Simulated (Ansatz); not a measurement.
Input:

```yaml
crystal:
  periodic: [false, false, false]
  atoms:
    - { symbol: B, position_ang: [-0.003151, -0.475481, -0.426709] }
    - { symbol: Cl, position_ang: [-0.011717, -0.246813, 2.624518] }
    - { symbol: O, position_ang: [1.113868, -0.202749, -1.152744] }
    - { symbol: H, position_ang: [1.912554, -0.52021, -0.698211] }
    - { symbol: O, position_ang: [-1.232399, -0.123977, -0.887501] }
    - { symbol: H, position_ang: [-1.928364, -0.361131, -0.250256] }
    - { symbol: H, position_ang: [-0.060691, 0.131761, 3.914503] }
magnetization:
  spin_polarized: true
  initial_magnetization: 1
basis:
  gaussian: { orbitals: def2-SVP }
hamiltonian:
  xc: pbe
relax:
  f_tol: 0.03
  max_steps: 50
output:
  orbitals: {}
```

Command:

```bash
$ ansatz run input.yaml --threads 2 --pin off --max-ram 3072MiB --backend cpu --events-out ev --progress --plain --runs-dir out
```

Hardware: 2 threads of Arm Neoverse V1, on a shared host.

**Question.** Roughly how long does this run take, and how much memory?

**Answer.** 71 s, with a peak of 0.15 GiB, for 44 ionic steps.
